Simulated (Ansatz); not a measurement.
Reaction (hydrogenolysis of a C–Si bond): `C[SiH](Cl)C#C[Si](F)(F)Cl` + H₂ → `C#C[Si](F)(F)Cl` + `C[SiH2]Cl`

Calculated with Ansatz (gas phase, PBE0-D4/def2-TZVP geometries, no zero-point term in ΔE). CCSD(T)/CBS is the MP2 limit (def2-TZVPP, def2-QZVPP) plus CCSD(T) − MP2 in def2-TZVPP, frozen cores. This one scheme is used for every species. DFT in def2-TZVPP. B3LYP here is the variant with VWN-RPA as its local correlation; programs differ in this.

`C[SiH](Cl)C#C[Si](F)(F)Cl`:

Cartesian coordinates in Å:
```
C 1.416 2.114 -0.673
Si 1.660 0.283 -0.564
Cl 3.083 -0.168 0.843
C 0.099 -0.527 -0.046
C -0.946 -1.045 0.285
Si -2.490 -1.800 0.812
F -3.660 -1.342 -0.138
F -2.389 -3.367 0.714
Cl -2.949 -1.290 2.704
H 2.345 2.603 -0.971
H 0.645 2.345 -1.412
H 1.104 2.516 0.293
H 2.082 -0.321 -1.846
```

H₂:

```xyz
2

H    -0.089   -0.288    0.220
H     0.089    0.288   -0.220
```

`C#C[Si](F)(F)Cl`:

Cartesian coordinates in Å:
```
C -1.340 0.723 -1.287
C -0.516 0.263 -0.539
Si 0.703 -0.411 0.594
F 2.153 -0.162 0.034
F 0.511 -1.968 0.728
Cl 0.557 0.424 2.420
H -2.069 1.131 -1.950
```

`C[SiH2]Cl`:

Cartesian coordinates in Å:
```
C -0.675 0.734 0.162
Si 0.561 -0.582 -0.271
Cl 1.128 -1.588 1.437
H -0.979 1.274 -0.740
H -0.247 1.452 0.864
H -1.565 0.295 0.616
H 1.789 -0.001 -0.867
H -0.013 -1.584 -1.202
```

```
             level  ΔE (kcal/mol)
       LDA (SPW92)            4.7
          B3LYP-D4            5.1
            B2PLYP            3.9
              BLYP            2.8
             BHLYP            1.5
RPA@PBE/def2-TZVPP            4.3
     HF/def2-QZVPP           -0.8
    MP2/def2-QZVPP            6.9
```

What does CCSD(T)/CBS give? (An estimate is asked.)

Ansatz gave: +4.9 kcal/mol. The listed levels differ from it by -0.2, 0.2, -1.0, -2.1, -3.4, -0.6, -5.7, 2.0 kcal/mol.

Largest T1 diagnostic among the species: 0.012.

From r2SCAN to r2SCAN0 (25 % exact exchange), in def2-TZVPP and without D4, ΔE moves by −1.2 kcal/mol. At CCSD(T), def2-SVP lies −2.4 kcal/mol from the extrapolated value and def2-TZVPP −0.3 kcal/mol.
